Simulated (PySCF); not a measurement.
A series of related molecules.

All values: PBE0/pcSseg-1 (PySCF) at GFN2-xTB geometries, gas phase, one conformer each.

Question: Rank by HOMO–LUMO gap, highest first.
A. `CS[Si@@H]1[Si@@H](N)S[Si@@H]1[SiH3]`
B. `N[Si@@H]1S[Si@@H]([SiH3])[Si@H]1N[SiH3]`
C. `[Si@@H]1(N)S[Si@H]([Si@@H]1C#C)[SiH3]`

Answer: C (5.60 eV), B (5.34 eV), A (5.20 eV).

Question: Rank by the highest Hirshfeld charge on any atom, highest value first.
A. `CN[Si@@H]1[Si@H](N)S[Si@H]1[SiH3]`
B. `N[Si@@H]1S[Si@@H]([SiH3])[Si@H]1N[SiH3]`
C. `N[Si@@H]1[SiH2][Si@H]([SiH3])S1`

Answer: B (+0.354 e), C (+0.288 e), A (+0.264 e).

All values together:

```json
{"SMILES": "N[Si@@H]1[SiH2][Si@H]([SiH3])S1", "change": "parent", "formula": "H9NSSi4", "μ (D)": "2.30", "HOMO (eV)": "-7.00", "LUMO (eV)": "-1.32", "lowest IAO charge (e)": "-0.850 (N)", "highest IAO charge (e)": "+0.723 (Si)", "lowest Hirshfeld charge (e)": "-0.322 (N)", "highest Hirshfeld charge (e)": "+0.288 (Si)"}
{"SMILES": "N[Si@@H]1S[Si@@H]([SiH3])[Si@H]1S", "change": "H on Si replaced by SH", "formula": "H9NS2Si4", "μ (D)": "2.68", "HOMO (eV)": "-6.90", "LUMO (eV)": "-1.50", "lowest IAO charge (e)": "-0.850 (N)", "highest IAO charge (e)": "+0.711 (Si)", "lowest Hirshfeld charge (e)": "-0.319 (N)", "highest Hirshfeld charge (e)": "+0.281 (Si)"}
{"SMILES": "CS[Si@@H]1[Si@@H](N)S[Si@@H]1[SiH3]", "change": "H on Si replaced by SCH3", "formula": "CH11NS2Si4", "μ (D)": "3.05", "HOMO (eV)": "-6.62", "LUMO (eV)": "-1.43", "lowest IAO charge (e)": "-0.851 (N)", "highest IAO charge (e)": "+0.705 (Si)", "lowest Hirshfeld charge (e)": "-0.320 (N)", "highest Hirshfeld charge (e)": "+0.280 (Si)"}
{"SMILES": "N[Si@@H]1S[Si@@H]([SiH3])[Si@H]1N[SiH3]", "change": "H on Si replaced by NHSiH3", "formula": "H12N2SSi5", "μ (D)": "2.31", "HOMO (eV)": "-6.77", "LUMO (eV)": "-1.42", "lowest IAO charge (e)": "-0.933 (N)", "highest IAO charge (e)": "+0.753 (Si)", "lowest Hirshfeld charge (e)": "-0.334 (N)", "highest Hirshfeld charge (e)": "+0.354 (Si)"}
{"SMILES": "CN[Si@@H]1[Si@H](N)S[Si@H]1[SiH3]", "change": "H on Si replaced by NHCH3", "formula": "CH12N2SSi4", "μ (D)": "3.69", "HOMO (eV)": "-6.69", "LUMO (eV)": "-1.04", "lowest IAO charge (e)": "-0.821 (N)", "highest IAO charge (e)": "+0.627 (Si)", "lowest Hirshfeld charge (e)": "-0.318 (N)", "highest Hirshfeld charge (e)": "+0.264 (Si)"}
{"SMILES": "C#C[Si@@H]1[Si@H](N)S[Si@H]1[SiH3]", "change": "H on Si replaced by ethynyl", "formula": "C2H9NSSi4", "μ (D)": "2.15", "HOMO (eV)": "-6.91", "LUMO (eV)": "-1.31", "lowest IAO charge (e)": "-0.820 (N)", "highest IAO charge (e)": "+0.697 (Si)", "lowest Hirshfeld charge (e)": "-0.311 (N)", "highest Hirshfeld charge (e)": "+0.285 (Si)"}
```

Conformers: `[NH2:1][Si@@H:2]1[SiH2:3][Si@H:4]([SiH3:5])[S:6]1` with H–N1–Si2–Si3 -88° and 133°; `[NH2:1][Si@@H:2]1[S:3][Si@@H:4]([SiH3:5])[Si@H:6]1[SH:7]` with H–N1–Si2–S3 -36° and -176°, Si4–Si6–S7–H -179°; `[CH3:1][S:2][Si@@H:3]1[Si@@H:4]([NH2:5])[S:6][Si@@H:7]1[SiH3:8]` with C1–S2–Si3–Si4 -75°, Si3–Si4–N5–H 130° and -89°; `[NH2:1][Si@@H:2]1[S:3][Si@@H:4]([SiH3:5])[Si@H:6]1[NH:7][SiH3:8]` with H–N1–Si2–S3 -67° and 68°, Si4–Si6–N7–Si8 149°, N1–Si2–S3–Si4 -122°, Si2–S3–Si4–Si5 -121°, S3–Si4–Si6–N7 -119°, N1–Si2–Si6–Si4 122°; `[CH3:1][NH:2][Si@@H:3]1[Si@H:4]([NH2:5])[S:6][Si@H:7]1[SiH3:8]` with C1–N2–Si3–Si4 -88°, Si3–Si4–N5–H -35° and -170°, N2–Si3–Si4–N5 -5°, Si3–Si4–S6–Si7 7°, Si4–S6–Si7–Si8 -135°, N2–Si3–Si7–S6 134°; `[CH:1]#[C:2][Si@@H:3]1[Si@H:4]([NH2:5])[S:6][Si@H:7]1[SiH3:8]` with Si3–Si4–N5–H -26° and -164°.

Give the shifts from the parent, `N[Si@@H]1[SiH2][Si@H]([SiH3])S1`.

```tsv
SMILES	change in μ (D)	change in HOMO (eV)	change in LUMO (eV)
N[Si@@H]1S[Si@@H]([SiH3])[Si@H]1S	+0.38	+0.10	-0.18
CS[Si@@H]1[Si@@H](N)S[Si@@H]1[SiH3]	+0.75	+0.38	-0.11
N[Si@@H]1S[Si@@H]([SiH3])[Si@H]1N[SiH3]	+0.01	+0.23	-0.10
CN[Si@@H]1[Si@H](N)S[Si@H]1[SiH3]	+1.39	+0.31	+0.28
C#C[Si@@H]1[Si@H](N)S[Si@H]1[SiH3]	-0.15	+0.09	+0.01
```
